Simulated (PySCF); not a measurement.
# Relaxation of triplet Sr₄

Computed with UPBE0 in PySCF with Sr def2-TZVP with ECP28; scalar-relativistic core potentials, no spin–orbit coupling; density-fitted integrals. A (50,194) grid was used.

A start displaced from a saddle point along its imaginary mode, of D2d symmetry, held to at least that symmetry:

```xyz
4
charge 0 multiplicity 3, angstrom
Sr    2.0588    2.0588   -0.2500
Sr   -2.0588    2.0588    0.2500
Sr   -2.0588   -2.0588   -0.2500
Sr    2.0588   -2.0588    0.2500
```

**Question.** What does it relax to?

**Answer.** It ends at D2d with Sr–Sr 3.927 Å (×4), Sr–Sr 4.398 Å (×2); Sr–Sr–Sr 56.0° (×8), Sr–Sr–Sr 68.1° (×4) (after a last refinement on a finer grid). A frequency run shows a minimum.

**Question.** How much energy is released, and in how many steps?

**Answer.** 41.9 kJ/mol in 10 steps.

The relaxation took 34 s on 4 threads of a shared Arm Neoverse V1 host, with 132 basis functions and 11 gradients. Launch command: `OMP_NUM_THREADS=4 python axn.py task.json out`.
